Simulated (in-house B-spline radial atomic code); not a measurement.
**Excitations of Ru²⁶⁺ by several methods**

Full response, energies in eV; labels give the largest channel, * marks a mixed state, a dash one above the method's threshold, and an imaginary frequency an unstable closed-shell reference. Computed with an all-electron radial atomic-structure program (B-spline basis): linear response of the closed shell [Ne] 3s2 3p6 with each method's own kernel (bare exchange for TDHF, static screening on G0W0 levels for BSE, the adiabatic kernel for functionals); non-relativistic, point nucleus, no spin-orbit coupling, no double excitations, S, P, D and F terms only. Only terms of natural parity with L up to 3 were computed.

Without relativity these are model numbers for so heavy an element.

| method | 3p → 3d 3P | 3p → 3d 3F | 3p → 3d 1F | α (bohr³) |
| --- | --- | --- | --- | --- |
| TDHF | 115.75 | 119.66 | 129.90 | 0.03995 |
| PBE | 118.03 | 119.46 | 129.09 | 0.03959 |
| BLYP | 117.49 | 118.85 | 128.19 | 0.03961 |
| LDA exchange-only | ? | ? | ? | ? |
| LDA VWN5 | ? | ? | ? | ? |
| RPBE | 118.09 | 119.50 | 129.17 | 0.0396 |

Q: What does LDA exchange-only give?

A: 3p → 3d 3P: 117.18; 3p → 3d 3F: 120.14; 3p → 3d 1F: 129.27; α: 0.0396 (eV, bohr³).

Q: What does LDA VWN5 give?

A: 3p → 3d 3P: 117.74; 3p → 3d 3F: 120.48; 3p → 3d 1F: 129.15; α: 0.03961 (eV, bohr³).
